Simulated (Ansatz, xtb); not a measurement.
## Relative energy of two isomers of H10N2OSi3

Structure X is `N[SiH2][Si@H](N)O[SiH3]`, a singlet and structure Y is `N[SiH2]N([SiH3])[SiH2]O`, a singlet. Both are isolated molecules in the gas phase, relaxed with PBE-D3(BJ)/def2-SVP; each stands in its lowest conformer found.

X (Å):

```tsv
atom	x (Å)	y (Å)	z (Å)
N	2.7715	-0.0797	1.4447
N	-0.2662	0.6282	0.0965
O	-0.8728	-0.3538	2.6066
Si	1.9002	-1.5552	1.0857
Si	-0.3404	-0.8252	1.0795
Si	-0.4788	0.9487	3.5935
H	2.3608	0.7886	1.0903
H	3.7932	-0.0408	1.4273
H	2.1827	-2.5937	2.1404
H	2.2242	-2.2205	-0.2430
H	-1.3432	-1.8671	0.6538
H	-1.1321	1.1506	-0.0745
H	0.2900	0.5988	-0.7633
H	0.9960	1.2412	3.5459
H	-0.8792	0.5893	4.9955
H	-1.2413	2.1800	3.1783
```

Y (Å):

| atom | x (Å) | y (Å) | z (Å) |
| --- | --- | --- | --- |
| N | -1.4730 | -1.2072 | -1.8328 |
| N | -1.1877 | -0.4357 | 0.8878 |
| O | 0.3920 | 0.7601 | -1.0705 |
| Si | -1.1832 | -1.8155 | -0.1917 |
| Si | -2.1275 | -0.4547 | 2.3824 |
| Si | -0.2340 | 1.0080 | 0.4542 |
| H | -2.4097 | -0.8346 | -2.0272 |
| H | -1.1969 | -1.8322 | -2.5990 |
| H | -2.2354 | -2.7594 | 0.3364 |
| H | 0.1241 | -2.5460 | -0.3030 |
| H | -1.6843 | -1.5481 | 3.3178 |
| H | -1.9145 | 0.8739 | 3.0563 |
| H | -3.5982 | -0.6414 | 2.1141 |
| H | 0.9170 | 1.2233 | 1.3948 |
| H | -1.1617 | 2.1938 | 0.5507 |
| H | -0.2282 | 0.2038 | -1.6185 |

Task: Estimate E(Y) − E(X) at the level CCSD(T)/def2-SVP + ΔMP2/def2-TZVPP.

Result: Calculated at CCSD(T)/def2-SVP + ΔMP2/def2-TZVPP: E(Y) − E(X) = −13.5 kcal/mol, so structure Y lies lower.

How the difference moves with the method:

| level | geometry | E(Y) − E(X) (kcal/mol) | departure from the last row (kcal/mol) | job, with rough time for the two |
| --- | --- | --- | --- | --- |
| PBE-D3(BJ)/def2-SVP | PBE-D3(BJ)/def2-SVP | −10.7 | +2.8 | optimisation, 65 s |
| HF/def2-SVP | PBE-D3(BJ)/def2-SVP | −12.0 | +1.6 | part of the CCSD(T) run |
| MP2/def2-SVP | PBE-D3(BJ)/def2-SVP | −16.3 | −2.8 | part of the CCSD(T) run |
| CCSD(T)/def2-SVP | PBE-D3(BJ)/def2-SVP | −14.6 | −1.1 | single point |
| CCSD(T)/def2-SVP + ΔMP2/def2-TZVPP | PBE-D3(BJ)/def2-SVP | −13.5 |  | single point, 60 s |

As drawn, Y has 2 N–Si, 1 Si–H, 1 O–H in place of 1 Si–Si, 1 O–Si, 2 N–H.

The levels shown agree on the order. The largest departure from CCSD(T)/def2-SVP + ΔMP2/def2-TZVPP is that of PBE-D3(BJ)/def2-SVP, 2.8 kcal/mol. A small imaginary or near-zero mode remains, so no thermal terms are given. Levels run at GFN2-xTB geometries aren't shown. The last row adds to CCSD(T) the change of the MP2 difference between the two basis sets, here +1.1 kcal/mol.

The correlated steps freeze 18 core orbitals. Codes used: Ansatz 0.2.0, xtb 6.7.1; the last row on 4 threads of Arm Neoverse V1 on a shared host.
